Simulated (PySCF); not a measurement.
Input file for PySCF: R-MP2/6-31G* on CH4BBr (SMILES CBBr), a point of a torsion scan.

```python
from pyscf import gto, scf, dft, mp
from pyscf.data.elements import chemcore

mol = gto.M(
    atom='''
    C    -0.72960128   -0.14674169    0.01603158
    B     0.70465948    0.28276477    0.48221937
    Br    0.92844377    1.83378279    1.49364753
    H    -1.00894455    0.44024829   -0.86333558
    H    -1.50063354    0.05572982    0.75971392
    H    -0.79961837   -1.19244500   -0.27477439
    H     1.66998198   -0.31756341    0.19342236
    ''',
    basis='6-31g*',
    cart=True,
    charge=0, spin=0, verbose=3, max_memory=1800)
mf = scf.RHF(mol)
mf.conv_tol = 1e-8
mf.max_cycle = 100
mf.kernel()
if not mf.converged:
    mf = mf.newton().run(mf.mo_coeff, mf.mo_occ)
pt = mp.MP2(mf, frozen=chemcore(mol)).run()
```

### Question
Predict the final total energy.

### Answer
-2637.4884 hartree.
